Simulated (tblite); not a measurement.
C₇H₅FO.
Bonds: O1–C2 (double), C2–F3, C2–C4, C4–C5 (aromatic), C5–C6 (aromatic), C6–C7 (aromatic), C7–C8 (aromatic), C8–C9 (aromatic), C4–C9 (aromatic). Hydrogens: H10 on C5; H11 on C6; H12 on C7; H13 on C8; H14 on C9.

The geometry is computed with GFN2-xTB (gas phase).

**Question.** What internal coordinates does the optimisation give?

**Answer.** 
```json
{"bond": "O1=C2", "length (bohr)": "2.239", "order": "double"}
{"bond": "C2–F3", "length (bohr)": "2.589", "order": "single"}
{"bond": "C2–C4", "length (bohr)": "2.762", "order": "single"}
{"bond": "C4–C5, C4–C9", "length (bohr)": "2.638", "order": "aromatic"}
{"bond": "C5–C6, C8–C9", "length (bohr)": "2.610", "order": "aromatic"}
{"bond": "C6–C7, C7–C8", "length (bohr)": "2.621", "order": "aromatic"}
{"bond": "C5–H10, C9–H14", "length (bohr)": "2.040", "order": "single"}
{"bond": "C6–H11, C8–H13", "length (bohr)": "2.040", "order": "single"}
{"bond": "C7–H12", "length (bohr)": "2.041", "order": "single"}
```

Bonds in one row agree within 0.02 bohr and their mean is given. Orders are formal, as drawn. A selection of angles:
```json
{"angle": "O1–C2–F3", "degrees": "118.6"}
{"angle": "O1–C2–C4", "degrees": "129.2"}
{"angle": "F3–C2–C4", "degrees": "112.3"}
{"angle": "C2–C4–C5", "degrees": "122.0"}
{"angle": "C2–C4–C9", "degrees": "117.9"}
{"angle": "C5–C4–C9", "degrees": "120.0"}
{"angle": "C4–C5–C6", "degrees": "119.6"}
{"angle": "C5–C6–C7", "degrees": "120.2"}
{"angle": "C6–C7–C8", "degrees": "120.3"}
```

Dihedral angles: O1–C2–C4–C5 180° (antiperiplanar).

The C–C distances run from 1.380 Å (C8–C9, aromatic) to 1.462 Å (C2–C4, drawn single), a spread of 0.082 Å. Of the pairs four or more bonds apart, F3···H10 is among the closest relative to their van der Waals radii: 2.38 Å, 89 % of the sum of Bondi's values. The 9 heavy atoms lie in one plane (0.001 Å rms). The 6-membered ring C4–C5–C6–C7–C8–C9 has internal angles of 119.6° to 120.3° (sum 720°, against 720° for a flat polygon); it is planar, 0.00 Å rms from its mean plane, widest ring torsion 0°.

Point group: Cs (every atom within 0.08 Å of its image). Its GFN2-xTB frequencies are all real (lowest 55 cm⁻¹). The numbers are those of one conformer.
